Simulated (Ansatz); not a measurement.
Program: Ansatz. Geometries: PBE0-D4/def2-TZVP. ΔE: electronic, gas phase. CCSD(T)/CBS adds triple-zeta CCSD(T) − MP2 to the extrapolated MP2 energy (def2 sets, frozen cores). This one scheme is used for every species. DFT in def2-TZVPP. B3LYP here is the variant with VWN-RPA as its local correlation; programs differ in this. Each species was taken in one conformer, which may not be the lowest.

Consider the ligand exchange at the Si–N bond: `O=C=N[SiH2]F` + `N[SiH3]` → `F[SiH2]N[SiH3]` + `N=C=O`.

```
             level  ΔE (kJ/mol)
            PBE-D4         16.6
         r2SCAN-D4         20.4
             B3LYP         26.0
SCS-MP2/def2-TZVPP         23.2
```

(1) What does CCSD(T)/CBS give? (Best estimate.)

Largest T1 diagnostic among the species: 0.018.

Results:

(1) Computed: +19.4 kJ/mol. The listed levels differ from it by -2.8, 1.0, 6.6, 3.8 kJ/mol.

From BLYP to BHLYP (50 % exact exchange), in def2-TZVPP and without D4, ΔE moves by +5.5 kJ/mol. The D4 term adds −4.2 kJ/mol with B3LYP and −2.3 kJ/mol with PBE0; it sums over pairs of atoms, weighted by their polarisabilities, and B3LYP, whose exchange is more repulsive, gets the larger term.
